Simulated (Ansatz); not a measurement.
Stepwise reaction of `[F][Al]([F])[SeH]` with hydrogen chloride, as a gas-phase model of exchange steps in deposition or etching. ΔE in kJ/mol; ΔG adds harmonic PBE0-D4 terms to CCSD(T)/CBS, at 1 bar.

Computed with Ansatz on PBE0-D4/def2-TZVP structures; ΔE is electronic, products minus reactants. CCSD(T)/CBS is the MP2 limit (def2-TZVPP, def2-QZVPP) plus CCSD(T) − MP2 in def2-TZVPP, frozen cores. This one scheme is used for every species. Functionals use def2-TZVPP. B3LYP here is the variant with VWN-RPA as its local correlation; programs differ in this. For Se outer-core shells are correlated without core-valence functions, which leaves a few kJ/mol of doubt a bond. Scalar relativity is left out up to krypton. One conformer a species, not always the lowest.

```json
{"step": "1", "reaction": "`[F][Al]([F])[SeH]` + HCl → `[F][Al]([Cl])[SeH]` + H–F", "PBE-D4": "17.4", "B3LYP-D4": "23.3", "ωB97M-V": "20.8", "CCSD(T)/CBS": "19.1", "ΔG(600 K)": "24.6"}
```

Give the row of step 2, `[F][Al]([Cl])[SeH]` + HCl → `[Cl][Al]([Cl])[SeH]` + H–F. (Estimate.)

The calculation gave: 
```tsv
step	reaction	PBE-D4	B3LYP-D4	ωB97M-V	CCSD(T)/CBS	ΔG(600 K)
2	`[F][Al]([Cl])[SeH]` + HCl → `[Cl][Al]([Cl])[SeH]` + H–F	17.0	23.0	20.7	18.0	23.9
```

By hand: ΔE of the 2 steps together at CCSD(T)/CBS.

(19.1) + (18.0) = 37.1 kJ/mol, or 18.6 kJ/mol a step.

In ΔE the steps differ by no more than 1.1 kJ/mol. All are uphill at CCSD(T)/CBS. ΔG lies between 23.9 and 24.6 kJ/mol a step. PBE-D4 differs from CCSD(T)/CBS by -1.7 to -1.0 kJ/mol a step. Isolated molecules leave out the surface, adducts and barriers. Largest T1 diagnostic: 0.011.
